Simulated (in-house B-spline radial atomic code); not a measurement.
Tc²⁺. Computed with a B-spline radial atomic code. Model: all-electron spherical atom, spin shells full or empty, radial basis limit, no spin-orbit coupling, Breit or QED, empty-state partial waves extrapolated as (l+1/2)^-4, RPA, G0W0 and static COHSEX of the highest shell as one setting changes (uncorrelated shells keep exact exchange).

Empty levels are discrete states of a finite basis, so the steps are uneven.

Given: element Tc; charge 2; filled core Kr; hamiltonian one-electron scalar X2C; mean-field start r2SCAN; highest l of empty states 9; nuclear rms radius 4.4112 fm; lowest nl shells left uncorrelated 7; highest mean-field shell 4d up; box radius 17.55 bohr.

Shell: 4d 5 0 (electrons up and down).

```tsv
highest empty level kept (hartree)	RPA correlation energy (hartree)	G0W0 level (eV)	G0W0 minus most complete (meV)	COHSEX level (eV)	linearised minus solved G0W0 (meV)
3	-0.34709	-28.916	564.3	-30.326	-131.4
6	-0.42433	-29.143	337.7	-31.043	-168.7
10.5	-0.47612	-29.294	186.2	-31.624	-207.9
18	-0.50938	-29.378	102.1	-31.989	-237.4
30	-0.53339	-29.438	42.3	-32.268	-263.1
54	?	?	?	?	?
90	-0.55021	-29.478	2.5	-32.448	-282.2
180	-0.551	-29.479	0.9	-32.457	-283
360	-0.55134	-29.48	0.3	-32.462	-283.4
750	-0.55144	-29.48	0.1	-32.463	-283.5
1800	?	?	?	?	?
6000	-0.55147	-29.48	0	-32.463	-283.5
```

Question: What follows for highest empty level kept = 54?

Answer: RPA correlation energy -0.5472 hartree; G0W0 level -29.472 eV; G0W0 minus most complete 8.7 meV; COHSEX level -32.418 eV; linearised minus solved G0W0 -279.1 meV.

Question: What follows for highest empty level kept = 1800?

Answer: RPA correlation energy -0.55147 hartree; G0W0 level -29.48 eV; G0W0 minus most complete 0 meV; COHSEX level -32.463 eV; linearised minus solved G0W0 -283.5 meV.
